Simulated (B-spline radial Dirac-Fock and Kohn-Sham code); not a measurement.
## Mn⁺: non-radiative channels of the 2s vacancy

System: the Mn⁺ ion, configuration [Ar] 3d6 (an excited configuration).

Model: a relativistic independent-particle model: LDA orbitals of the hole state, radiative multipoles to third order, Auger rates from the Coulomb interaction with a continuum orbital, Dirac-Fock energies. Program: a radial atomic solver. Kinetic energies are configuration averages from the vacuum level; the two-hole energies are estimated from single-hole states.

```
transition  kinetic energy (eV)  width (meV)  share (%)
   L1-L3M1                 8.09         1080       16.2
   L1-L2M2                35.07          379        5.7
   L1-L2M3                35.20          507        7.6
   L1-L3M2                44.06          474        7.1
   L1-L3M3                45.93         1090       16.4
   L1-L2M5                89.39          575        8.6
   L1-L2M4                89.60          348        5.2
   L1-L3M4                99.45          800       12.0
   L1-L3M5                99.77         1130       17.0
   L1-M1M1                561.1         25.7        0.4
   L1-M1M2                600.4         45.7        0.7
   L1-M1M3                601.7         89.5        1.3
   L1-M1M4                652.6         26.5        0.4
   L1-M1M5                652.7         39.1        0.6
   L1-M4M5                742.1         20.1        0.3
```

Coster-Kronig rates are the weakest part of this model and often come out 1.5 to 2.5 times too large. Channels within a few eV of threshold rest on estimated energies and may be closed in reality. The listed channels hold 100 % of the non-radiative rate. Summed by principal shells, of 6.65 eV in all: LLM 95.8 %, LMM 4.2 %.

Values without a named source are computed, but for edge energies of neutral atoms, which are taken from tables.
